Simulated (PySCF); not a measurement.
Computed shifts of a molecule C3H6F2Si, PBE0/pcSseg-1 (PySCF), GIAO, gas phase, atoms alike by connectivity averaged where their shifts nearly agree, in ppm (number of nuclei): ¹³C: 167.5 (1), 132.7 (1), 14.0 (1). ¹⁹F: -138.8 (1), -237.7 (1). ²⁹Si: -15.8 (1). ¹H: 6.01 (1), 5.49 (2), 2.20 (3). References: ¹³C against TMS (σ = 186.3 ppm); ¹⁹F against CFCl3 (σ = 167.2 ppm); ²⁹Si against TMS (σ = 352.7 ppm); ¹H against TMS (σ = 31.56 ppm), references at their B3LYP-D3(BJ)/def2-TZVP geometries, non-relativistic. The structure is a stationary point at B3LYP-D3(BJ)/def2-SVP. The values are those of a single conformer.

Problem. Identify the compound among the candidates.
A. C/C=C(\F)[SiH2]F
B. F[C@@H]1CC[Si@H]1F
C. CC([SiH3])=C(F)F
D. C[SiH2]/C(F)=C/F

Solution. A, C/C=C(\F)[SiH2]F
